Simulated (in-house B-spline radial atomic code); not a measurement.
**RPBE excitations of Nb5+**

Method: RPBE. Computed with a B-spline radial code for spherical atoms: linear response of the closed shell [Ar] 3d10 4s2 4p6 with the functional's adiabatic kernel; scalar-relativistic (spin-free one-electron X2C), finite nucleus, no spin-orbit coupling, no double excitations, S, P, D and F terms only; shells from n = 2 respond. Only terms of natural parity with L up to 3 were computed.

Command:
```bash
python run_td.py task.json out
```
Settings (radii: box in bohr, nucleus in fm):
```
Z                        41
electrons                36
configuration            [Ar] 3d10 4s2 4p6
hamiltonian              x2c
method                   rpbe,pbe
box_radius               16.35
rms_radius               4.324
intervals                71
```

Cost of the run: 2.2 s on 1 thread of Arm Neoverse N1 (shared host).

The lowest states, in the order of their Tamm-Dancoff energies; the method's threshold (minus the highest occupied level) is 93.96 eV. Labels give the largest channel, * marks a mixed state, and oscillator strengths are full-response dipole values. Semilocal kernels can invert the small singlet-triplet splittings of Rydberg terms. Energies in eV:

```
     state  full response  Tamm-Dancoff  oscillator strength
4p → 4d 3P          34.32         34.41                    -
4p → 4d 3F          34.64         34.76                    -
4p → 4d 1F          37.24         37.27                    -
4p → 4d 1P          45.80         47.39                 5.42
4p → 5s 3P          48.14         48.15                    -
4p → 5s 1P          48.76         48.78                0.656
4p → 5p 3S          55.12         55.14                    -
4p → 5p 3D              ?             ?                    -
4p → 5p 1D              ?             ?                    -
4p → 5p 1S          58.34         58.53                    -
```

Where does 4p → 5p 1D lie?

At 55.96 eV in full response, 55.97 eV in Tamm-Dancoff.

Where does 4p → 5p 3D lie?

At 55.57 eV in full response, 55.59 eV in Tamm-Dancoff.

How large is the singlet-triplet splitting of 4p → 4d (F terms) in Tamm-Dancoff?

2.51 eV, from the unrounded values.

What polarisabilities and dispersion coefficient does the method give?

Dipole 2.285 bohr³, quadrupole 3.828 bohr⁵, C6 7.197 hartree·bohr⁶ for two such species.
